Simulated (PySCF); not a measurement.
Ionisation energy of Sr by level of theory

Sr [Kr] 5s2 (1S) → Sr⁺ [Kr] 5s1 (2S), as a difference of total energies. All numbers are calculated (PySCF 2.14, scalar relativity by spin-free X2C-1e, in aug-cc-pVDZ-X2C). Correlated levels: valence: [Kr] frozen. The calculations carry no spin-orbit coupling.

```json
{"method": "UHF", "ionisation energy (eV)": "4.752", "error (eV)": "-0.943"}
{"method": "LDA", "ionisation energy (eV)": "5.903", "error (eV)": "+0.208"}
{"method": "BP86", "ionisation energy (eV)": "5.860", "error (eV)": "+0.165"}
{"method": "MP2 (valence)", "ionisation energy (eV)": "5.189", "error (eV)": "-0.506"}
{"method": "SCS-MP2 (valence)", "ionisation energy (eV)": "5.276", "error (eV)": "-0.419"}
{"method": "CCSD (valence)", "ionisation energy (eV)": "5.437", "error (eV)": "-0.258"}
```

Reference: 5.695 eV (measured; NIST Atomic Spectra Database, ionization energies).

Errors of the correlated levels include the incompleteness of this basis and the frozen core.

With two correlated electrons CCSD is exact in that space.
